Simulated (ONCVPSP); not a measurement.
silver (Ag): variants of one ONCV potential

Base potential:

| Property | Result |
| --- | --- |
| Element | Ag (Z = 47) |
| Generator | ONCVPSP 4.0.1 |
| Type | optimised norm-conserving Vanderbilt (ONCV) |
| Functional | PBEsol |
| Relativity | scalar-relativistic |
| Frozen core | [Kr] |
| Valence charge | 11 |
| Reference configuration | 4d10 5s1 |
| Partial waves | 5s: rc 2.35 bohr, ncon 4, nbas 7, qcut 2.7 1/bohr, 3 projectors, debl 2.3 Ha; p scattering state at 0.04 Ha: rc 2.10 bohr, ncon 4, nbas 7, qcut 3.5 1/bohr, 2 projectors, debl 3.8 Ha; 4d: rc 1.90 bohr, ncon 3, nbas 8, qcut 7.9 1/bohr, local |
| Local potential | the d channel |
| Core correction | Teter function fitted to the true core (icmod 2), fcfact 0.45 |

Cutoffs, loose and tight: the cutoffs (Ha) at which the residual kinetic energy of the hardest occupied pseudo-wave falls to 1 and 0.1 mHa per electron. They do not see the model core or the augmentation charge, which bear on the density cutoff. Test errors are all-electron minus pseudo excitation energies from the reference, over the configurations 4d10 5s0; 4d9 5s0; 4d8 5s0; 4d9 5s1. A dash means not determined; rows that change the core or the reference have their own tests.

```csv
change,outcome,"cutoff, loose","cutoff, tight",bound ghosts,GHOST(+) flags above zero,largest test error (meV)
base,generated,23 Ha,26 Ha,none,"s, p",-271
"core correction Teter function fitted to the true core (icmod 2), fcfact 0.24",generated,23 Ha,26 Ha,none,"s, p",-302
"core correction Teter function fitted to the true core (icmod 2), fcfact 0.32",generated,23 Ha,26 Ha,none,"s, p",-291
"core correction Teter function fitted to the true core (icmod 2), fcfact 0.54",generated,23 Ha,26 Ha,none,"s, p",-257
"core correction Teter function fitted to the true core (icmod 2), fcfact 0.8",generated,23 Ha,26 Ha,none,"s, p",-233
"core correction Teter function fitted to the true core (icmod 2), fcfact 1.04",generated,23 Ha,26 Ha,none,"s, p",-224
"core correction Teter function fitted to the true core (icmod 2), fcfact 1.22",generated,23 Ha,26 Ha,none,"s, p",-222
```

Reading the sweep of the fcfact (base included, trends over the rows without a ghost): The loose cutoff stays near 23 Ha. The median size of the test errors (rows with all tests solved) falls from 52.5 meV at 0.24 to 38.2 meV at 1.22.
